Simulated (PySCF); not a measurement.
SMILES CSCC[SiH3], GFN2-xTB optimised geometry.

```
15

C      1.65    -0.46    -2.76
S      2.17     0.35    -1.22
C      1.46    -0.80     0.00
C     -0.06    -0.80     0.00
Si    -0.78     0.96     0.00
H      2.15     0.07    -3.57
H      0.57    -0.38    -2.88
H      1.96    -1.50    -2.75
H      1.88    -1.79    -0.20
H      1.85    -0.44     0.95
H     -0.42    -1.35    -0.87
H     -0.40    -1.35     0.88
H     -0.75     1.53    -1.35
H     -2.17     0.85     0.43
H     -0.02     1.79     0.93
```

Density from PySCF 2.14.0 with CAM-B3LYP/def2-TZVP at that geometry.

Minimum of the electron density along straight lines between bonded atoms, close to the bond critical point (lines longer than 1.1 times the sum of covalent radii, or with two minima, are not listed):

| bond | length / Å | ρ at the minimum / e bohr⁻³ | ∇²ρ there / e bohr⁻⁵ | position (fraction from the first atom) |
|---|---|---|---|---|
| C1–S2 | 1.815 | 0.183 | -0.31 | 0.47 |
| S2–C3 | 1.821 | 0.183 | -0.31 | 0.53 |
| C3–C4 | 1.517 | [?] | [?] | 0.51 |
| C4–Si5 | 1.909 | 0.117 | 0.13 | 0.61 |
| C1–H6 | 1.085 | 0.283 | -0.99 | 0.65 |
| C1–H7 | 1.086 | 0.283 | -0.99 | 0.65 |
| C1–H8 | 1.087 | 0.282 | -0.98 | 0.65 |
| C3–H9 | 1.093 | 0.281 | -0.98 | 0.64 |
| C3–H10 | 1.090 | 0.283 | -0.99 | 0.65 |
| C4–H11 | 1.092 | 0.275 | -0.93 | 0.64 |
| C4–H12 | 1.092 | 0.275 | -0.92 | 0.64 |
| Si5–H13 | 1.462 | 0.126 | 0.18 | 0.49 |
| Si5–H14 | 1.466 | 0.124 | 0.17 | 0.49 |
| Si5–H15 | 1.460 | 0.126 | 0.18 | 0.49 |

### Question
Fill in the missing entries.

### Answer

- C3–C4, ρ at the minimum / e bohr⁻³: 0.250
- C3–C4, ∇²ρ there / e bohr⁻⁵: -0.63
